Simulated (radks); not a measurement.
Question: The mean radii <r> (bohr) of the occupied orbitals of an atom or ion are listed with their occupations. Calculated with a radial shooting solver on a logarithmic mesh with Libxc functionals: scalar-relativistic Kohn-Sham, BP86, spin-polarised, spherical densities, finite nucleus; Fermi nuclear charge, rms radius of each element as measured or else 0.836 A^(1/3) + 0.57 fm.

| orbital | occ. | <r> |
|---|---|---|
| 1s up | 1 | 0.02971 |
| 1s down | 1 | 0.02971 |
| 2s up | 1 | 0.1285 |
| 2s down | 1 | 0.1285 |
| 2p up | 3 | 0.1122 |
| 2p down | 3 | 0.1122 |
| 3s up | 1 | 0.3486 |
| 3s down | 1 | 0.3486 |
| 3p up | 3 | 0.3471 |
| 3p down | 3 | 0.3471 |
| 3d up | 5 | 0.3243 |
| 3d down | 5 | 0.3243 |
| 4s up | 1 | 0.8444 |
| 4s down | 1 | 0.8438 |
| 4p up | 3 | 0.9149 |
| 4p down | 3 | 0.9134 |
| 4d up | 5 | 1.135 |
| 4d down | 4 | 1.125 |
| 5s up | 1 | 2.238 |
| 5p up | 1 | 2.649 |

Name the element and its charge. Open shells, if any, are filled with parallel spins first.

Answer: Z = 49, indium, charge +2: In2+ in [Kr] 4d9 5s1 5p1. The 1s radius gives Z: for a bare nucleus <r> = (2 gamma + 1)/(2Z) with gamma = sqrt(1 - (Z/c)^2), 0.02926 bohr for Z = 49, and screening makes it slightly larger (0.02971 here). The occupations add up to 47, and the charge is Z minus that.
